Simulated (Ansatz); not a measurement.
Relaxation of Cl$_{2}$F$_{4}$H$_{2}$OW (10 atoms, charge 0, multiplicity 1), to a largest force component of 0.03 eV/Å in at most 50 steps.

The calculation used RKS PBE/def2-SVP (Ansatz 0.2.0).

```xyz
10
Properties=species:S:1:pos:R:3
W 0.355 -0.420 -0.334
O -0.322 0.287 2.659
H -1.132 -0.137 2.999
F 1.874 -0.115 -1.383
F 0.714 1.243 0.424
F -1.279 -0.853 0.451
Cl 0.136 -2.351 -1.590
F -0.645 0.523 -1.607
Cl 1.673 -1.554 1.270
H 0.394 -0.251 3.081
```

Problem. Where does it end, and by what steps?

Solution. It converged. The force dipped under the threshold on the way, but the program's further checks kept it going. After 28 steps the energy has fallen by 0.172 eV; H10 moved furthest, 0.85 Å.

```tsv
step	energy less start (eV)	largest force component (eV/Å)	accepted
0	0.0000	0.550	yes
1	-0.0667	0.819	yes
2	-0.1144	0.793	yes
3	-0.1314	0.957	yes
4	-0.1466	0.450	yes
5	-0.1551	0.254	yes
6	-0.1585	0.162	yes
7	-0.1289	1.225	no
8	-0.1610	0.111	yes
9	-0.1636	0.045	yes
10	-0.1583	0.615	no
11	-0.1654	0.099	yes
12	-0.1657	0.316	yes
13	-0.1679	0.152	yes
14	-0.1695	0.027	yes
15	-0.1659	0.461	no
16	-0.1701	0.112	yes
17	-0.1694	0.310	no
18	-0.1706	0.054	yes
19	-0.1712	0.028	yes
20	-0.1710	0.181	no
21	-0.1715	0.048	yes
22	-0.1716	0.077	yes
23	-0.1716	0.098	yes
24	-0.1719	0.051	yes
25	-0.1720	0.031	yes
26	-0.1721	0.023	yes
27	-0.1712	0.209	no
28	-0.1722	0.007	yes
```

```xyz
10
Properties=species:S:1:pos:R:3
W 0.468 -0.437 -0.517
O -0.270 0.241 3.261
H -1.119 0.215 2.782
F 1.874 -0.123 -1.702
F 0.740 1.264 0.206
F -1.006 -0.667 0.619
Cl 0.046 -2.471 -1.507
F -0.689 0.384 -1.745
Cl 1.894 -1.350 1.027
H -0.169 -0.686 3.547
```

Whether the end is a true minimum wasn't checked by a vibrational analysis.

Run time: 36 s on 4 threads of Intel(R) Xeon(R) 6975P-C (Granite Rapids), on a shared host, peak memory 0.24 GiB.
